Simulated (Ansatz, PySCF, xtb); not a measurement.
Stretching the In1–H2 bond in H3In (SMILES [InH3]) (multiplicity 1 held, fragments rigid). Energies count from the point at 1.731 Å.
Geometry at that point (charge 0, multiplicity 1):
```xyz
4

In     0.000     0.000     0.000
H      0.687    -0.474     1.516
H     -0.391     1.660    -0.291
H     -0.295    -1.186    -1.225
```

Restricted levels (R-, RO-) in cc, def2 and unpolarised 6-31G sets keep to the state of the molecule at rest. Unrestricted levels (U-) break spin symmetry where that is lower. Active spaces are followed from a long bond inwards. Left out are points that failed, MP2 points that dive below the minimum, coupled-cluster points behind a jump of the amplitudes or a sharp parting from full CI or MRCI, small-basis points behind a change of solution, and semi-empirical points at long bonds. Levels need not reach the same state.

Frozen-core correlation. Filled d and f shells under p-block atoms count as core. Rows in LANL2DZ carry no dispersion term and start afresh at each structure. LANL2DZ brings its own core potentials from Na on.

The values were computed with Ansatz (a first-principles code); PySCF for LANL2DZ rows; xtb for the GFN methods.  In def2 rows elements past Kr take small-core potentials, without spin–orbit coupling. The GFN methods have no spin term and hold the electronic entropy of 300 K.

Energies in kcal/mol.

```json
[
 {"R (Å)": "1.384", "GFN2-xTB": "25.2", "R-BP86/LANL2DZ": "26.5", "U-r2SCAN/def2-TZVPP": "25.6", "R-MP2/def2-TZVPP": "29.7", "U-CCSD(T)/def2-TZVPP": "30.5", "FIC-MRCISD+Q on CASSCF(2,2)/def2-TZVPP": "30.6"},
 {"R (Å)": "1.558", "GFN2-xTB": "3.7", "R-BP86/LANL2DZ": "5.7", "U-r2SCAN/def2-TZVPP": "4.6", "R-MP2/def2-TZVPP": "6.1", "U-CCSD(T)/def2-TZVPP": "6.5", "FIC-MRCISD+Q on CASSCF(2,2)/def2-TZVPP": "6.5"},
 {"R (Å)": "1.731", "GFN2-xTB": "0.0", "R-BP86/LANL2DZ": "0.0", "U-r2SCAN/def2-TZVPP": "0.0", "R-MP2/def2-TZVPP": "0.0", "U-CCSD(T)/def2-TZVPP": "0.0", "FIC-MRCISD+Q on CASSCF(2,2)/def2-TZVPP": "0.0"},
 {"R (Å)": "1.904", "GFN2-xTB": "2.4", "R-BP86/LANL2DZ": "2.3", "U-r2SCAN/def2-TZVPP": "3.7", "R-MP2/def2-TZVPP": "3.0", "U-CCSD(T)/def2-TZVPP": "2.4", "FIC-MRCISD+Q on CASSCF(2,2)/def2-TZVPP": "2.5"},
 {"R (Å)": "2.077", "GFN2-xTB": "7.3", "R-BP86/LANL2DZ": "8.7", "U-r2SCAN/def2-TZVPP": "11.3", "R-MP2/def2-TZVPP": "10.7", "U-CCSD(T)/def2-TZVPP": "9.3", "FIC-MRCISD+Q on CASSCF(2,2)/def2-TZVPP": "9.5"},
 {"R (Å)": "2.336", "GFN2-xTB": "16.4", "R-BP86/LANL2DZ": "21.6", "U-r2SCAN/def2-TZVPP": "25.5", "R-MP2/def2-TZVPP": "25.6", "U-CCSD(T)/def2-TZVPP": "22.9", "FIC-MRCISD+Q on CASSCF(2,2)/def2-TZVPP": "23.1"},
 {"R (Å)": "2.596", "GFN2-xTB": "26.1", "R-BP86/LANL2DZ": "35.3", "U-r2SCAN/def2-TZVPP": "39.8", "R-MP2/def2-TZVPP": "41.2", "U-CCSD(T)/def2-TZVPP": "36.9", "FIC-MRCISD+Q on CASSCF(2,2)/def2-TZVPP": "36.7"},
 {"R (Å)": "3.028", "GFN2-xTB": "41.1", "R-BP86/LANL2DZ": "55.7", "U-r2SCAN/def2-TZVPP": "56.8", "R-MP2/def2-TZVPP": "64.3", "U-CCSD(T)/def2-TZVPP": "55.9", "FIC-MRCISD+Q on CASSCF(2,2)/def2-TZVPP": "54.8"},
 {"R (Å)": "3.461", "GFN2-xTB": "53.7", "R-BP86/LANL2DZ": "71.5", "U-r2SCAN/def2-TZVPP": "64.8", "R-MP2/def2-TZVPP": "82.2", "U-CCSD(T)/def2-TZVPP": "67.6", "FIC-MRCISD+Q on CASSCF(2,2)/def2-TZVPP": "65.8"},
 {"R (Å)": "3.980", "GFN2-xTB": "65.3", "R-BP86/LANL2DZ": "84.6", "U-r2SCAN/def2-TZVPP": "69.4", "R-MP2/def2-TZVPP": "96.8", "U-CCSD(T)/def2-TZVPP": "72.5", "FIC-MRCISD+Q on CASSCF(2,2)/def2-TZVPP": "71.8"},
 {"R (Å)": "4.673", "GFN2-xTB": "74.4", "R-BP86/LANL2DZ": "94.8", "U-r2SCAN/def2-TZVPP": "71.7", "R-MP2/def2-TZVPP": "106.1", "U-CCSD(T)/def2-TZVPP": "73.6", "FIC-MRCISD+Q on CASSCF(2,2)/def2-TZVPP": "74.0"},
 {"R (Å)": "5.538", "GFN2-xTB": "78.7", "R-BP86/LANL2DZ": "left out", "U-r2SCAN/def2-TZVPP": "72.3", "R-MP2/def2-TZVPP": "105.6", "U-CCSD(T)/def2-TZVPP": "73.8", "FIC-MRCISD+Q on CASSCF(2,2)/def2-TZVPP": "74.5"}
]
```

Doubts at one or more of the structures used: a spin-contaminated determinant (U-r2SCAN/def2-TZVPP, U-CCSD(T)/def2-TZVPP); a restricted determinant that unrestricted orbitals would lower (R-MP2/def2-TZVPP); T1 above 0.05 (U-CCSD(T)/def2-TZVPP).
